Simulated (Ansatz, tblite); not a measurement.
Cost and result up the ladder for (CdS)6 prism (Cd₆S₆) (12 atoms). Total charge 0; singlet. Geometry: r2SCAN-D4/def2-SVP.

```xyz
12

Cd    0.7307    0.5229   -2.2302
S     1.7289   -1.7037   -1.8719
Cd   -0.0052   -2.3905   -0.2583
S    -2.2990   -1.9549    0.5362
Cd   -2.3497    0.3310   -0.3884
S    -1.3365    1.8547   -2.0420
Cd    0.0053    2.3906    0.2583
S     2.2990    1.9549   -0.5364
Cd    2.3496   -0.3308    0.3885
S     1.3365   -1.8546    2.0420
Cd   -0.7310   -0.5232    2.2302
S    -1.7287    1.7037    1.8719
```

Ansatz on 2 threads of AMD EPYC 7R13 on a shared host and a share (18 GiB) of an NVIDIA H100 80GB HBM3; xTB runs through tblite on one thread. Times are rough, summed over both states, and most runs start from the orbitals of an earlier one. r2SCAN0-D4/def2-TZVP serves as the yardstick here, not as an exact answer. The other state is a doublet.

In the def2 sets Cd takes a core potential; there is no spin–orbit coupling. The xTB rows come from tblite. Single mean-field runs in def2-TZVP are fitted with def2-universal-jkfit.

Run but left out: PBE-D4/def2-TZVP (charge +1 doublet: an occupied level 0.06 eV above an empty one).

Raw xTB energies of ions are shifted by several eV.

```csv
level,functions,wall time
GFN1-xTB,78,0.04 s
GFN2-xTB,78,0.055 s
PBE0-D4/def2-TZVP (with forces),462,19 s
r2SCAN0-D4/def2-TZVP,462,21 s
```

Problem. Estimate what each level gives for the vertical IE (eV).

Solution. 
```json
{"level": "GFN1-xTB", "vertical IE (eV)": "11.08", "difference from r2SCAN0-D4/def2-TZVP (eV)": "2.83"}
{"level": "GFN2-xTB", "vertical IE (eV)": "13.32", "difference from r2SCAN0-D4/def2-TZVP (eV)": "5.07"}
{"level": "PBE0-D4/def2-TZVP (with forces)", "vertical IE (eV)": "8.14", "difference from r2SCAN0-D4/def2-TZVP (eV)": "-0.11"}
{"level": "r2SCAN0-D4/def2-TZVP", "vertical IE (eV)": "8.25", "difference from r2SCAN0-D4/def2-TZVP (eV)": "0.00"}
```
